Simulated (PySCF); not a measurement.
**Spin states of GeSb⁺**

Unrestricted PBE0; basis Ge def2-SVP, Sb def2-SVP with ECP28; scalar-relativistic core potentials; PySCF 2.14. Outer shells of the fragments: Ge+ 3d10 4s2 4p1; Sb 4d10 5s2 5p3.

Followed along the bond (rough minima from three points):

```
2Ms+1  unpaired  ⟨S²⟩ at the start  R at minimum (Å)  Te (eV)
    3      π ↑↑               2.00              2.61     0.00
    1      π ↑↓               1.00              2.61     0.24
    3  σ ↑, π ↑               2.20              2.47     0.58
    1  σ ↓, π ↑               1.21              2.46     0.78
    1      none               0.00              2.62     0.91
```

Solutions found at the starting distance of 2.625 Å, counted from the lowest of them; the search is not exhaustive and high or unbound solutions are not listed, so other states can lie among these:

```csv
2Ms+1,unpaired,term,E (eV),⟨S²⟩,⟨Lz²⟩,μ (D)
3,π ↑↑,³Σ⁻,0.00,2.00,0.00,-1.76
1,π ↑↓,mixed,0.24,1.00,2.01,-1.62
3,"σ ↑, π ↑",³Π,0.71,2.20,1.01,-1.70
1,none,mixed,0.91,0.00,2.00,-1.29
1,"σ ↓, π ↑",mixed,0.92,1.21,1.01,-1.73
5,"σ ↑, π ↑↑↑",⁵Π,1.40,6.00,1.00,-0.91
3,"σ ↑, π ↑↑↓",mixed,1.98,3.01,3.02,-0.92
3,"σ ↓, π ↑↑↑",mixed,2.06,3.02,1.00,-0.80
3,π ↑↑,mixed,2.33,2.01,2.01,0.73
5,"σ ↑↑, π ↑↑",⁵Σ⁻,4.17,6.00,0.00,-1.76
```

A term symbol is given only where ⟨S²⟩ and ⟨Lz²⟩ are close to those of a pure state; real π, δ and φ orbitals otherwise mix terms. A positive dipole points towards Sb; it is taken about the centre of mass and depends on that origin.

Spin–orbit coupling is left out.
